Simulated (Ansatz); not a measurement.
Basis sets compared for BMe2(NH2) (C₂H₈BN). The state is a singlet with charge 0. Geometry PBE0-D4/def2-SVP. Ansatz on 4 threads of Arm Neoverse V1 on a shared host; times are rough, and most runs start from earlier orbitals.

```csv
atom,x (Å),y (Å),z (Å)
B1,0.1481,0.1071,-0.0699
C2,-0.2511,0.2182,1.4587
H3,0.3504,0.9407,2.0336
H4,-0.1549,-0.7659,1.9503
H5,-1.3127,0.5021,1.5634
C6,-0.6510,-0.8568,-1.0397
H7,-0.2765,-0.8708,-2.0760
H8,-1.7171,-0.5708,-1.0701
H9,-0.6302,-1.8927,-0.6584
N10,1.2168,0.8631,-0.5662
H11,1.7590,1.4979,0.0053
H12,1.5192,0.8279,-1.5309
```

B3LYP takes the VWN-RPA correlation.

Binding counts from free atoms (B doublet, C triplet, H doublet, N quartet) in the same basis, without a counterpoise term.

| level | functions | energy (Eh) | HOMO (eV) | LUMO (eV) | binding per atom (eV) | wall time |
| --- | --- | --- | --- | --- | --- | --- |
| PBE-D4/def2-SVP | 96 | -160.3512 | -6.47 | 0.45 | 4.11 | 0.7 s |
| B3LYP-D4/6-31G | 52 | -160.6772 | -7.42 | 1.52 | 3.97 | 0.55 s |
| PBE0-D4/def2-SVP | 96 | -160.3845 | -7.91 | 1.47 | 4.06 | 0.75 s |

(1) Estimate the rows for PBE-D4/def2-TZVP (with forces), B3LYP-D4/def2-TZVP, PBE0-D4/def2-TZVP.

## Answers

(1) 
| level | functions | energy (Eh) | HOMO (eV) | LUMO (eV) | binding per atom (eV) | wall time |
| --- | --- | --- | --- | --- | --- | --- |
| PBE-D4/def2-TZVP (with forces) | 172 | -160.5313 | -6.69 | 0.06 | 4.08 | 1.5 s |
| B3LYP-D4/def2-TZVP | 172 | -160.7821 | -7.83 | 0.48 | 4.03 | 2.3 s |
| PBE0-D4/def2-TZVP | 172 | -160.5593 | -8.07 | 0.82 | 4.03 | 3.3 s |
